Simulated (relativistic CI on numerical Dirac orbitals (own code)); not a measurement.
**Transition arrays of Sm¹⁶⁺**

These numbers are calculated, not measured: Dirac-Coulomb-Breit CI, KLI orbitals optimised for each configuration, a model potential for QED, valence Slater integrals scaled by 0.9, whole transition arrays (own radial code, finite nucleus).

Configurations in the expansion (outside the closed core [Kr]): 4d¹⁰, 4d⁹4f, 4d⁹5p, 4d⁹5f. Levels of other configurations are missing.

All E1 lines from the levels of 4d¹⁰; mean and standard deviation are weighted by gf, and upper levels are sorted by their leading configuration.

| Upper configuration | Lines | Σgf | Mean (eV) | Mean (nm) | σ (eV) | Strongest line (nm) |
| --- | --- | --- | --- | --- | --- | --- |
| 4d⁹4f | 3 | 9.8 | 171.09 | 7.247 | 2.16 | 7.241 |
| 4d⁹5p | 3 | 0.9 | 186.87 | 6.635 | 2.06 | 6.622 |
| 4d⁹5f | 3 | 0.4 | 283.84 | 4.368 | 2.59 | 4.333 |

Σgf per state of the lower configuration in bins of 0.1 nm over the central range (centre: value): 4.35: 0.22, 4.45: 0.18, 6.65: 0.55, 6.75: 0.24, 7.25: 9.73.

Problem. How do configuration mixing and the scaling of the Slater integrals move the arrays?

Solution. Slater scale 0.9, no configuration mixing: 4d⁹4f 171.5 ± 2.2 eV (Σgf 9.3), 4d⁹5p 187.3 ± 2.0 eV (Σgf 1.2), 4d⁹5f 283.5 ± 2.6 eV (Σgf 0.7); Slater scale 1: 4d⁹4f 174.8 ± 2.1 eV (Σgf 10.1), 4d⁹5p 186.7 ± 2.1 eV (Σgf 0.8), 4d⁹5f 284.0 ± 2.6 eV (Σgf 0.4); Slater scale 0.8: 4d⁹4f 167.4 ± 2.2 eV (Σgf 9.5), 4d⁹5p 186.9 ± 2.0 eV (Σgf 0.9), 4d⁹5f 283.7 ± 2.6 eV (Σgf 0.4). With mixing, levels are counted to their leading configuration, so an array can shrink or vanish into another, and the sums then hold other lines.
